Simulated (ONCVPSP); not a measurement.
## indium: one change to an ONCV potential, before and after

ONCVPSP 4.0.1 input, shortened (lines: element, Z, core and valence counts, functional; n l f; lmax; l rc ep ncon nbas qcut; lloc lpopt rc5 dvloc0; l nproj debl; icmod fcfact rcfact), PBE, fully relativistic:

```
  In 49.00    8    2        4      upf
    1    0    2.00
    2    0    2.00
    2    1    6.00
    3    0    2.00
    3    1    6.00
    3    2   10.00
    4    0    2.00
    4    1    6.00
    4    2   10.00
    5    0    1.50
    2
    0    2.15    0.00    4    8    3.30
    1    2.30    0.11    4    7    3.40
    2    1.00    0.00    4    7   10.00
    4    5    0.75    0.00
    0    2    1.30
    1    2    0.40
    2    2    1.90
    0    0.00    0.00
```

Open shells are filled in proportion to 2j + 1.

In the p channel the program set the typed energies aside and used 0.050, 0.450 Ha (j = l + 1/2; the other j can differ).

All-electron outer shells of the reference configuration (PBE, scalar-relativistic, ld1.x):

| shell | level (eV) | outermost node (bohr) | outermost maximum (bohr) |
| --- | --- | --- | --- |
| 4p | -90.76 | 0.42 | 0.82 |
| 4d | -31.18 | 0.40 | 0.94 |
| 5s | -19.21 | 1.02 | 2.08 |

Change: s: debl 4.85.

Cutoffs: the cutoffs (Ha) at which the residual kinetic energy of the hardest occupied pseudo-wave falls to 1 and 0.1 mHa per electron; they do not see the model core or the augmentation charge, which bear on the density cutoff. Errors are all-electron minus pseudo energies relative to the spin-unpolarised reference configuration.

Task: How do hardness, ghosts and transferability respond?

Result: The potential gets neither clearly harder nor softer (43 Ha and 54 Ha → 43 Ha and 54 Ha); both files keep a bound ghost (p, s); the lowest positive-energy flag moves from s at 25.6 eV to s at 96.5 eV; the errors of the 3 common tests hardly move; the range in which the s phases agree widens (upper end 0.9 → 2.6).

```csv
quantity,base,changed
"cutoff, loose",43 Ha,43 Ha
"cutoff, tight",54 Ha,54 Ha
bound ghosts,"s, p3/2, p1/2","s, p3/2, p1/2"
GHOST(+) flags under 300 eV,s at 25.6 eV,s at 96.5 eV
tests with a reliable result,3 of 4,3 of 4
"error for 4d10 5s2, meV [ΔE -8.52 eV]",+2.2,+2.5
"error for 4d10 5s1, meV [ΔE 10.71 eV]",+3.7,+3.9
"error for 4d9 5s0, meV [ΔE 95.41 eV]",+136,+137
s: phases at 2.19 bohr within 0.05 rad from the reference energy up to (Ha; the scan ends near 5),0.9,2.6
p3/2: phases at 2.34 bohr within 0.05 rad from the reference energy up to (Ha; the scan ends near 5),2.4,2.4
p1/2: phases at 2.34 bohr within 0.05 rad from the reference energy up to (Ha; the scan ends near 5),2.2,2.2
d5/2: phases at 1.02 bohr within 0.05 rad from the reference energy up to (Ha; the scan ends near 5),to the end of the scan,to the end of the scan
d3/2: phases at 1.02 bohr within 0.05 rad from the reference energy up to (Ha; the scan ends near 5),to the end of the scan,to the end of the scan
```

 A true bound ghost makes a file unfit for plane-wave use even where its test errors are small: the radial tests pick states by their node count and pass the ghost by.
